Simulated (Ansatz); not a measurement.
Consider the hydrogenolysis of a B–Cl bond: `CC(=O)OB(Cl)Cl` + H₂ → `CC(=O)OBCl` + HCl.

Computed with Ansatz on PBE0-D4/def2-TZVP structures; ΔE is electronic, products minus reactants. CCSD(T)/CBS is the MP2 limit (def2-TZVPP, def2-QZVPP) plus CCSD(T) − MP2 in def2-TZVPP, frozen cores. This one scheme is used for every species. Functionals use def2-TZVPP. HSE06 is defined as in plane-wave codes. One conformer a species, not always the lowest.

| level | ΔE (kcal/mol) |
| --- | --- |
| r2SCANh-D4 | 13.2 |
| HSE06-D4 | 12.2 |

(1) What does CCSD(T)/CBS give? (An estimate is asked.)

(2) What do rigid-rotor, harmonic-oscillator terms from PBE0-D4/def2-TZVP frequencies (298.15 K, 1 bar) make of the CCSD(T)/CBS value? (An estimate is asked.)

Largest T1 diagnostic among the species: 0.014.

Answers

(1) The calculation gave: +11.3 kcal/mol. The listed levels differ from it by 1.9, 0.9 kcal/mol.

(2) Computed: ΔZPE = +2.7 kcal/mol, ΔH = +13.4 kcal/mol, ΔS = 25 J/(mol·K), ΔG = +11.6 kcal/mol. Modes under 50 cm⁻¹ make the entropy rough.

From PBE to PBE0 (25 % exact exchange), in def2-TZVPP and without D4, ΔE moves by −1.1 kcal/mol. The D4 term adds +2.6 kcal/mol with B3LYP and +1.4 kcal/mol with PBE0; it sums over pairs of atoms, weighted by their polarisabilities, and B3LYP, whose exchange is more repulsive, gets the larger term.

B3LYP here is the variant with VWN-RPA as its local correlation; programs differ in this.

CCSD(T)/CBS has its own doubt, a few kJ/mol and more with outer-core shells, so smaller differences from it don't rank the levels.
